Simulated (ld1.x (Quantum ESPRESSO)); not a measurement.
## Ranking TM semilocal potentials for Hf

All share these settings but for the change named:

```json
{
  "Element": "Hf",
  "Generator": "ld1.x (Quantum ESPRESSO) 7.5",
  "Type": "norm-conserving Troullier–Martins (semilocal form)",
  "Functional": "PBE",
  "Relativity": "scalar-relativistic",
  "Frozen core": "[Kr] 4d10 4f14 5s2",
  "Valence charge": "10",
  "Reference configuration": "5p6 5d2 6s2 6p0",
  "Partial waves": "6s (bound): rc 2.20 bohr; 5p (bound): rc 1.20 bohr; 5d (bound): rc 2.15 bohr",
  "Local potential": "the d channel",
  "Core correction": "none"
}
```

Cutoff: the first of the cutoffs (Ry, on a coarse ladder) from which the occupation-weighted sum of valence levels, in a spherical-Bessel basis at the reference potential, stays within 10 and 1 mRy of its value at 400 Ry; the density cutoff is not measured.

The base gives 100 Ry.

Of 10 variants that were run, those that failed, showed a ghost or another fault, or gave nearly equal values are left out.

A variant can come out equal or close to the base.

Question: Rank these variants from softest to hardest (loose cutoff).
A. wave 5d (bound): rc 2.15 bohr becomes 5d (bound): rc 1.68 bohr
B. wave 5p (bound): rc 1.20 bohr becomes 5p (bound): rc 1.82 bohr
C. all radii scaled by about 0.90 (s 1.98, p 1.08, d 1.94 bohr)

Answer: B (35 Ry), A (100 Ry), C (140 Ry).
